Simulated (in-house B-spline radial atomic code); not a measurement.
Configurations of Ce II (Ce+), with energies counted from [Xe] 4f1 5d2. Computed with a B-spline radial code for spherical atoms: scalar-relativistic (X2C) r2SCAN, spin-polarised, spherical fractional occupations, Fermi nucleus of rms radius 4.8771 fm. Shells without spins written out take the highest spin.

Occupations are held fixed; configurations that lie above the ionisation limit could autoionise.

```csv
configuration,E - E(ref) (eV),highest orbital,its <r> (bohr)
"[Xe] 4f(1 up, 0 down) 5d(1 up, 1 down)",1.0194,5d down,2.858
"[Xe] 5d(2 up, 0 down) 6d(0 up, 1 down)",11.588,6d down,7.432
"[Kr] 4d10 4f(0 up, 1 down) 5s2 5p(2 up, 3 down) 5d(1 up, 1 down) 6s(0 up, 1 down)",21.865,5d up,2.612
[Kr] 4d10 4f1 5s2 5p5 5d2 6p1,23.265,6p up,4.737
[Kr] 4d10 4f1 5s2 5p5 5d2 6f1,29.243,6f up,14.43
[Kr] 4d9 4f1 5s2 5p6 5d3,111.23,5d up,2.558
[Kr] 4d9 4f1 5s2 5p6 5d2 6s1,112.14,6s up,3.756
"[Kr] 4d(4 up, 5 down) 4f(1 up, 0 down) 5s2 5p6 5d(2 up, 0 down) 6d(1 up, 0 down)",120.55,6d up,7.21
```

(1) Order these further configurations by energy, lowest first.
A. [Xe] 5d2 6f1
B. [Xe] 4f(1 up, 0 down) 5d(0 up, 2 down)
C. [Xe] 4f1 5d1 5f1
D. [Xe] 5d2 6p1
E. [Xe] 5d2 5f1

(2) How far above the reference does [Xe] 4f(1 up, 1 down) 5d(1 up, 0 down) lie?

(3) How far above the reference does [Kr] 4d10 4f1 5s2 5p5 5d2 5f1 lie?

(4) How far above the reference does [Xe] 4f2 5d1 lie?

## Answers

(1) B (0.37497 eV), C (7.6774 eV), D (7.919 eV), E (12.751 eV), A (13.924 eV).

(2) 1.1659 eV; its least bound orbital is 4f down with <r> = 1.282 bohr.

(3) 28.068 eV; its least bound orbital is 5f up with <r> = 8.292 bohr.

(4) 0.13596 eV; its least bound orbital is 4f up with <r> = 1.303 bohr.
